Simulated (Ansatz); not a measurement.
Ideal-gas functions of `F/C(Br)=C(/F)I` at 298.15 K and 1 bar, from an Ansatz frequency run at PBE0-D4/def2-TZVP.

Molar mass 268.83 g/mol, point group Cs (symmetry number 1), electronic degeneracy 1, moments of inertia 120.509, 1149.347, 1269.856 u Å². Harmonic wavenumbers (cm⁻¹, unscaled): 94, 131, 185, 297, 354, 359, 534, 614, 745, 1176, 1241, 1751.

Use S(trans) = R[1.5 ln M + 2.5 ln T − 1.1517]; rotational temperatures θ = 24.2544 K / I; S(rot) = R[ln(√π/σ · √(T³/θAθBθC)) + 1.5]; for each mode x = 1.438777 ν̃/T, S = R[x/(eˣ − 1) − ln(1 − e⁻ˣ)] and H = RT x/(eˣ − 1); 1 cm⁻¹ = 0.0119627 kJ/mol; R = 8.31446 J/(mol·K).

Problem. By hand: the entropy, in J/(mol·K).

Solution. Translation 178.6. Rotation: θ = 0.2013, 0.0211, 0.0191 K, giving 127.4. Vibration, mode by mode: 14.96, 12.26, 9.53, 6.00, 4.80, 4.71, 2.42, 1.78, 1.08, 0.19, 0.15, 0.02, in all 57.9. Electronic 0.0. Sum 363.9 J/(mol·K).

Problem. By hand: H − E and G − E in kJ/mol, counted from the electronic energy.

Solution. Zero-point energy ½ × 7481 × 0.0119627 = 44.7; thermal vibration 9.5; translation, rotation and pV give 4 RT = 9.9. H − E = 64.1 kJ/mol, and G − E = 64.1 − 298.15 × 363.9/1000 = -44.4 kJ/mol.

Vibration gives 16 % of the entropy, 27.2 J/(mol·K) of it from the modes under 150 cm⁻¹: soft modes count most, and the harmonic formula is weakest for them.
